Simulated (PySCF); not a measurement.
Electron correlation in Fe (iron, neutral)

[Ar] 3d6 4s1 4p1, one real determinant (an excited configuration). All numbers are calculated (PySCF 2.14, no relativity, point nucleus, in cc-pwCVTZ). Frozen: [Ne]; 16 electrons correlated.

MP2 pair energies summed by pair of shells (mhartree):

```csv
pair,energy,share (%)
3p-3d,-229.59,39.2
3d-3d,-137.75,23.5
3p-3p,-91.32,15.6
3s-3d,-43.98,7.5
3s-3p,-42.59,7.3
3d-4s,-14.12,2.4
3p-4s,-7.43,1.3
3d-4p,-7.09,1.2
3s-3s,-5.81,1.0
3p-4p,-3.32,0.6
4s-4p,-1.90,0.3
3s-4s,-0.78,0.1
3s-4p,-0.38,0.1
```

Total MP2 correlation energy: -586.05 mhartree.

Same-spin part -205.09 and opposite-spin part -380.96 mhartree; SCS-MP2 scales them by 1/3 and 6/5 to -525.51 mhartree.

The basis was made for the ground configuration and has no added diffuse functions, which can raise the energy of the promoted electron.

The reference is one real determinant that mixes LS terms of this configuration.
